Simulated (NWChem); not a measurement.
Molecule: CH$_{5}$InO; SMILES C[O][InH2]

```xyz
8

In     0.0060    -0.6665    -0.0001
H     -1.3655    -1.7115     0.0008
H      1.7361    -0.8165    -0.0015
O     -0.5985     1.2727     0.0006
C      0.2898     2.3596     0.0015
H      1.3735     2.0772    -0.0027
H      0.1231     3.0093    -0.8916
H      0.1287     3.0037     0.8997
```
Atoms are numbered in this order, from 1.

Computed with NWChem. Coordinates come from a PBE-D3(BJ)/def2-SVP optimisation. def2 effective core potentials on In; no spin-orbit coupling. Static field.

Problem. Order these by “anisotropy (bohr³)”, lowest first: B3LYP/def2-SVPD; LDA (Slater exchange, VWN5)/def2-SVPD; Hartree-Fock/def2-SVPD.

Solution. Hartree-Fock/def2-SVPD (15.5), B3LYP/def2-SVPD (24.6), LDA (Slater exchange, VWN5)/def2-SVPD (29.4)
